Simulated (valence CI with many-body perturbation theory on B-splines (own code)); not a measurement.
# Sb²⁸⁺ in brief

Level of theory: valence CI with perturbative core correlation (CI+MBPT): five valence electrons over a frozen Dirac-Fock core [Ar], radial functions for each j: 7 s, 7 p, 8 d, 6 f, 4 g, 1 h, with the one-electron correlation potential Σ1, the two-electron term Σ2, the three-electron term Σ3, Breit, model QED; selected CI, second order for the rest, scaled by the run's own slope (own B-spline code, finite nucleus).

The last digits are not significant, and no measured levels were compared; by estimate large intervals hold to a few tenths of a per cent, small ones and those within an open d or f shell to about a per cent. Only levels of the ground parity were solved; by the run's estimate the other parity begins above the list, which can be wrong where configurations are misplaced.

Levels are named by their leading jj configuration (3d3/2^4 stands for four electrons in 3d with j = 3/2), which in mixed levels can hold well under half, so a name can repeat and another be missing.

Rates and lifetimes use the calculated energies. Strong lines usually hold to 10 to 20 %, long lifetimes can be off by a factor of two.

Task: What is the ground level?

Result: (3d3/2^3 3d5/2^2) J=5/2, composition 69 % 3d⁵ ⁶S + 23 % 3d⁵ ⁴P + 4 % 3d⁵ ²D, g = 1.834.

Task: How well does LS coupling describe the low levels?

Result: Among the lowest 20 levels the leading LS term, summed over configurations, holds 52 % on average. For single configurations the figures are 52 % in LS and 71 % in jj coupling. Terms mix most in the J = 5/2 level at 85856 cm⁻¹, where the leading one holds 25 %.

Task: What is the ionisation energy?

Result: 1605.7 eV; NIST lists 1606 ± 4 eV (theoretical).
